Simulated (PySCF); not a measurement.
CH3Cl2Si, multiplicity 2. Atoms are numbered in the order given.

```xyz
7

C      0.2541     2.0281     0.0000
Si    -0.5147     0.3215     0.0000
Cl     0.1305    -0.6991    -1.6865
Cl     0.1305    -0.6991     1.6865
H      1.3516     1.9289     0.0000
H     -0.0542     2.5855    -0.8967
H     -0.0542     2.5855     0.8967
```
Charge 0, spin multiplicity 2.

The structure is a stationary point at PBE0-D3(BJ)/def2-SVP. The isomer is the one that the SMILES or the coordinates give; other isomers of the formula were not compared.

Calculation: r2SCAN/def2-TZVPD in PySCF.

Isolated molecule, no solvent.

Computed frontier levels, dipole moment and polarisability:
The α spin, highest occupied and lowest empty level comes out as -5.71 and -0.52 eV. The β spin, highest occupied and lowest empty level is -8.17 and -3.28 eV, the dipole moment is 2.06 D and the quadrupole, principal values (traceless, Buckingham form, about the centre of nuclear charge) is -3.43, 0.13, 3.29 D·Å. The mean static polarisability is 70.7 bohr³ (10.47 Å³), the polarisability, principal values is 58.8, 74.2, 79.0 bohr³ and the ⟨S²⟩ is 0.753 (pure state 0.75).
